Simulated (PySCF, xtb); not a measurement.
BO, SMILES [B]=O (connectivity only; charge and spin as stated), charge +1, multiplicity 1.

GFN2-xTB run with xtb 6.7.1 at its own geometry gives an orbital gap of 3.92 eV.

Geometry optimised at r2SCAN-D4/def2-TZVPD. The multiplicity is an assumed one; other spin states were not compared.

### Question
What does PBE0/def2-TZVPD in PySCF give? (The exact figures need the calculation; the answer reports its results.)

### Answer
gap 3.94 eV (levels -19.95 and -16.02 eV).
